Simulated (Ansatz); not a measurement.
Input file for Ansatz (a program for electronic structure): R-B3LYP/def2-TZVPPD on AsH3 (SMILES [AsH3]). Files ending in .json are basis or fitting sets from the Basis Set Exchange.

Ansatz 0.2 input:
```yaml
crystal:
  periodic: [false, false, false]
  atoms:
    - {symbol: As, position_ang: [0.11189571, 0.43854634, 4.17743292]}
    - {symbol: H, position_ang: [-0.62621985, 1.02907280, 5.37513152]}
    - {symbol: H, position_ang: [-0.72314903, -0.83614245, 4.22043936]}
    - {symbol: H, position_ang: [-0.85033237, 1.09680387, 3.19389335]}
basis:
  gaussian:
    orbitals: def2-TZVPPD.json
hamiltonian:
  xc: {name: B3LYP}
scf: {lower_state_search: off}
```

The head of its log:

```
Functional definition: B3LYP
[...]
these checks for a lower state are left out or cut short: stability, starts, cluster_reference, orbital_swaps, neighbouring_geometries, increment
integrals: 0.02 GiB planned
609 factors; their error is unknown
mean field: 0.27 GiB planned
mean field evaluation 1: about -60890.7291 eV, gradient 1.3e1 eV
mean field evaluation 2: about -60890.9633 eV, gradient 8.2e0 eV
```

Question: What total energy does the run end on?

Answer: -2237.7117 hartree.
